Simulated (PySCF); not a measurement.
CuI, SMILES [Cu][I], multiplicity 1. Heavy atoms are numbered as in [Cu:1][I:2].

The structure is a stationary point at PBE0-D3(BJ)/def2-TZVP. The spin state was assumed, not searched. The def2 effective core potentials stand for the cores of I; spin–orbit coupling is left out.

Computed with PySCF with PBE/def2-TZVPD.

Mulliken values depend strongly on the basis, most of all with diffuse functions as here. ESP charges are fitted to the potential on shells at 1.4 to 2.0 van der Waals radii. Atomic charges (e), one atom of each kind:

```csv
atom,ESP fit,Mulliken
Cu1,0.39,0.09
I2,-0.39,-0.09
```
